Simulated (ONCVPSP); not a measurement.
## Cutoff test, scandium (Sc), ONCV

* Element: scandium (Sc)
* Generator: ONCVPSP 4.0.1
* Type: optimised norm-conserving Vanderbilt (ONCV)
* Functional: LDA (Perdew-Wang 92)
* Relativity: scalar-relativistic
* Frozen core: [Ar]
* Valence charge: 3
* Reference configuration: 3d1 4s2
* Partial waves: 4s: rc 3.25 bohr, ncon 3, nbas 6, qcut 2.1 1/bohr, 2 projectors, debl 0.5 Ha; p scattering state at 0.25 Ha: rc 3.25 bohr, ncon 4, nbas 8, qcut 2.8 1/bohr, 1 projector; 3d: rc 1.65 bohr, ncon 3, nbas 8, qcut 8.5 1/bohr, 3 projectors, debl 0.7 Ha
* Local potential: polynomial inside 1.15 bohr (lpopt 5, dvloc0 3 Ha)
* Core correction: Teter function, parameters optimised by the program

In the p channel the program set the typed energies aside and used 0.050 Ha.

Q: For each optimised wave give the share of its norm inside rc, the residual kinetic energy above qcut (Ha) and the cutoffs (Ha) for errors of 10, 1, 0.1 and 0.01 mHa per electron.

A:

```json
{"wave": "4s", "norm inside rc": "0.424", "residual KE": "4.3e-04", "10 mHa": "0.9", "1 mHa": "1.9", "0.1 mHa": "6.3", "0.01 mHa": "11.3"}
{"wave": "s projector 2", "norm inside rc": "0.276", "residual KE": "1.9e-03", "10 mHa": "1.7", "1 mHa": "2.6", "0.1 mHa": "5.7", "0.01 mHa": "10.1"}
{"wave": "p projector 1", "norm inside rc": "0.071", "residual KE": "2.0e-06", "10 mHa": "0.3", "1 mHa": "1.0", "0.1 mHa": "2.5", "0.01 mHa": "3.5"}
{"wave": "3d", "norm inside rc": "0.533", "residual KE": "5.3e-06", "10 mHa": "22.2", "1 mHa": "27.5", "0.1 mHa": "31.4", "0.01 mHa": "35.0"}
{"wave": "d projector 2", "norm inside rc": "0.174", "residual KE": "8.7e-06", "10 mHa": "22.2", "1 mHa": "28.0", "0.1 mHa": "32.2", "0.01 mHa": "35.8"}
{"wave": "d projector 3", "norm inside rc": "0.096", "residual KE": "2.1e-05", "10 mHa": "23.0", "1 mHa": "29.0", "0.1 mHa": "33.3", "0.01 mHa": "39.4"}
```

The occupied waves need 27 Ha and 31 Ha for 1 and 0.1 mHa. Note: ghosts flagged at negative energy: s at -31.7 eV (a further GHOST(-) flag falls on a real empty level of the atom); GHOST(+) flagged for p at 2.11 eV. A true bound ghost makes a file unfit for plane-wave use. 1 of 4 tests not solved or not reliable.
